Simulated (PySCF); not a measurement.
# How the method changes the shape and vibrations of AlCH4O

These are calculations, not measurements. They come from PySCF 2.14.0, an open-source quantum chemistry program, on an isolated molecule that a program drew, which may never have been made. The molecule is AlCH4O (charge 0, doublet), drawn as the SMILES string `O[CH][AlH2]`.

The geometry was optimised and harmonic frequencies were computed with HF and MP2, all in the cc-pV(D+d)Z basis, for the commonest isotopes, with a restricted reference for singlets and an unrestricted one otherwise, and a frozen core in MP2. Each result is a local minimum of its method.

Geometry at the HF minimum:
```xyz
7
AlCH4O, angstrom
O    -2.4736   -2.1530   -2.7550
C    -1.5026   -2.2194   -1.8064
Al   -0.7143   -0.6168   -1.0855
H    -2.7608   -3.0172   -3.0095
H    -1.2354   -3.2371   -1.5157
H     0.4086   -0.7996    0.0136
H    -1.1772    0.8089   -1.5783
```

Lengths of the bonds as drawn, in Å (atoms numbered as above):
```
  bond     HF    MP2
 O1-C2  1.359  1.368
C2-Al3  1.926  1.928
 O1-H4  0.945  0.968
 C2-H5  1.092  1.103
Al3-H6  1.582  1.581
Al3-H7  1.578  1.579
```

Rotational constants, in GHz:
```
constant,HF,MP2
A,42.92,42.41
B,4.93,4.911
C,4.422,4.401
```

Harmonic frequencies in cm^-1, each column in rising order, so a row needn't be the same motion in every method:
| rank | HF | MP2 |
|---|---|---|
| 1 | 238 | 223 |
| 2 | 239 | 259 |
| 3 | 359 | 395 |
| 4 | 546 | 527 |
| 5 | 596 | 595 |
| 6 | 632 | 658 |
| 7 | 689 | 677 |
| 8 | 838 | ? |
| 9 | 1267 | 1218 |
| 10 | 1317 | 1233 |
| 11 | 1529 | 1451 |
| 12 | 1984 | 1967 |
| 13 | 2002 | 1979 |
| 14 | 3233 | 3140 |
| 15 | 4144 | 3829 |

**Estimate the missing MP2 frequency from the HF column.**

A single factor s that minimises the squared misfit of MP2 against s times HF over the other rows is sum(HF x MP2) / sum(HF^2) = 0.9543, with an rms misfit of 52 cm^-1. For rank 8 it gives 0.9543 x 838 = 800 cm^-1. The calculation gives 802 cm^-1, 2 cm^-1 above the estimate. The drawn bonds are on average 0.7 % longer in MP2 than in HF.
